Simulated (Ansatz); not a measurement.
Relaxation of Ta₄⁺ with UKS r2SCAN-D4/def2-SVP.

```sh
$ ansatz run in.yaml --threads 4 --pin off --events-out ev --progress --plain --max-ram 3916MiB
```

```yaml
crystal:
  periodic: [false, false, false]
  atoms:
    - {symbol: Ta, position_ang: [-0.621470, 1.162410, -0.134620]}
    - {symbol: Ta, position_ang: [0.170150, 0.354000, 2.275330]}
    - {symbol: Ta, position_ang: [-0.170570, -0.354190, -2.275140]}
    - {symbol: Ta, position_ang: [0.621890, -1.162220, 0.134440]}
basis:
  gaussian: {orbitals: def2-SVP}
total_charge: 1
magnetization: {spin_polarized: true, initial_magnetization: 1}
hamiltonian: {xc: r2scan, dispersion: d4}
scf: {lower_state_search: "off"}
output: {orbitals: {seedname: orbitals}}
relax: {f_tol: 0.02, max_steps: 100}
```

It took 1.9 min on 4 threads of Arm Neoverse V2 on a shared host.

Positions (Å) and forces (eV/Å) at steps 1, 2, 3, 4, 5, 6, 7, 10 of 10:

```xyz
4
step=1 energy=-6194.6983 eV
Ta   -0.621    1.162   -0.135    0.919   -1.772    0.028
Ta    0.170    0.354    2.275   -0.189   -0.406   -2.576
Ta   -0.171   -0.354   -2.275    0.182    0.492    2.801
Ta    0.622   -1.162    0.134   -0.912    1.686   -0.253
4
step=2 energy=-6195.3378 eV
Ta   -0.578    1.077   -0.135   -1.234    2.403    0.056
Ta    0.156    0.326    2.093   -0.015   -0.036   -0.220
Ta   -0.158   -0.320   -2.081    0.008   -0.113   -0.330
Ta    0.579   -1.083    0.123    1.241   -2.253    0.494
4
step=3 energy=-6195.2408 eV rejected
Ta   -0.643    1.199   -0.145    0.763   -1.373    0.335
Ta    0.148    0.306    1.964    0.113    0.280    1.667
Ta   -0.146   -0.302   -1.957   -0.144   -0.312   -1.962
Ta    0.642   -1.202    0.137   -0.731    1.405   -0.041
4
step=4 energy=-6195.5047 eV
Ta   -0.605    1.130   -0.135   -0.091    0.212    0.112
Ta    0.156    0.323    2.076   -0.034   -0.068   -0.438
Ta   -0.156   -0.320   -2.072    0.030    0.007    0.222
Ta    0.606   -1.132    0.132    0.095   -0.151    0.104
4
step=5 energy=-6195.4191 eV rejected
Ta   -0.634    1.183   -0.137    0.658   -1.225    0.152
Ta    0.151    0.313    2.012    0.034    0.082    0.499
Ta   -0.151   -0.313   -2.013   -0.034   -0.085   -0.496
Ta    0.633   -1.184    0.139   -0.657    1.228   -0.156
4
step=6 energy=-6195.5146 eV
Ta   -0.610    1.140   -0.133    0.007   -0.001    0.044
Ta    0.154    0.319    2.054   -0.010    0.004   -0.053
Ta   -0.154   -0.320   -2.055    0.000   -0.003   -0.009
Ta    0.610   -1.139    0.134    0.003    0.000    0.018
4
step=7 energy=-6195.5146 eV
Ta   -0.610    1.141   -0.131    0.005   -0.011   -0.005
Ta    0.153    0.319    2.050    0.003    0.004    0.031
Ta   -0.154   -0.320   -2.054    0.002   -0.006   -0.010
Ta    0.610   -1.141    0.134   -0.009    0.013   -0.015
4
step=10 energy=-6195.5147 eV
Ta   -0.610    1.140   -0.131    0.000    0.000    0.000
Ta    0.153    0.320    2.052    0.000    0.001    0.000
Ta   -0.154   -0.320   -2.055    0.000    0.000    0.000
Ta    0.610   -1.140    0.133    0.000   -0.001    0.000
```

In the def2 sets Ta takes a core potential; there is no spin–orbit coupling. The charge 1 doublet is spin-contaminated (final ⟨S²⟩ up to 1.21, 0.75 for a pure state). Another isomer (doublet) lies 1.53 eV lower at PBE0-D4/def2-TZVP; other spin states weren't run for this one.
